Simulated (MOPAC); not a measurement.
MOPAC input (PM7):

```
PM7 1SCF GEO-OK AUX(PRECISION=9) THREADS=1
AgF

Ag   -0.00000000 1   -0.00000000 1   -0.32092593 1
F     0.00000000 1    0.00000000 1    1.67594652 1
```

From the last part of the output:

```
                                                       MOPAC v23.2.5 Linux

          FINAL HEAT OF FORMATION =         29.21825 KCAL/MOL =     122.24918 KJ/MOL

          COSMO AREA              =         67.32 SQUARE ANGSTROMS
          COSMO VOLUME            =         48.44 CUBIC ANGSTROMS

          IONIZATION POTENTIAL    =         10.471878 EV
          HOMO LUMO ENERGIES (EV) =        -10.472 -0.261
          NO. OF FILLED LEVELS    =          9
          MOLECULAR WEIGHT        =        126.8664         POINT GROUP:  C*v

          MOLECULAR DIMENSIONS (Angstroms)

            Atom       Atom       Distance
            F     2   Ag     1     1.99687
            F     2   Ag     1     0.00000
           Ag     1    F     2     0.00000

          SCF CALCULATIONS        =          1

   ATOM   CHEMICAL          X               Y               Z
  NUMBER   SYMBOL      (ANGSTROMS)     (ANGSTROMS)     (ANGSTROMS)

     1      Ag         -0.00000000  *  -0.00000000  *  -0.32092593  *
     2       F          0.00000000  *   0.00000000  *   1.67594652  *

                             CARTESIAN COORDINATES

   1   Ag       -0.000000000    -0.000000000    -0.320925930
   2    F        0.000000000     0.000000000     1.675946520

           Empirical Formula: Ag F  =     2 atoms

      MOLECULAR POINT GROUP   :   C*v

                  EIGENVALUES
 -34.48759 -18.36059 -17.91863 -17.91863 -17.89591 -17.89591 -11.70671 -11.70671
 -10.47188  -0.26070  56.75675  56.75675  57.30056

              NET ATOMIC CHARGES AND DIPOLE CONTRIBUTIONS

  ATOM NO.   TYPE          CHARGE      No. of ELECS.   s-Pop       p-Pop       d-Pop
    1         Ag           0.628494       10.3715     0.37459     0.01158     9.98533
    2          F          -0.628494        7.6285     1.98569     5.64280
 DIPOLE           X         Y         Z       TOTAL
 POINT-CHG.     0.000     0.000    -6.028     6.028
 HYBRID         0.000     0.000    -0.426     0.426
 SUM            0.000     0.000    -6.454     6.454

          ATOMIC ORBITAL ELECTRON POPULATIONS

     Atom    s        px        py        pz      x^2-y^2     xz        z^2       yz        xy
    1 Ag   0.37459   0.00050   0.00050   0.01058   2.00000   1.99999   1.98536   1.99999   2.00000
    2  F   1.98569   1.99951   1.99951   1.64378

 **********************
 *                    *
 * JOB ENDED NORMALLY *
 *                    *
 **********************

 == MOPAC DONE ==
```

The geometry given is a B3LYP-D3(BJ)/def2-TZVP minimum.
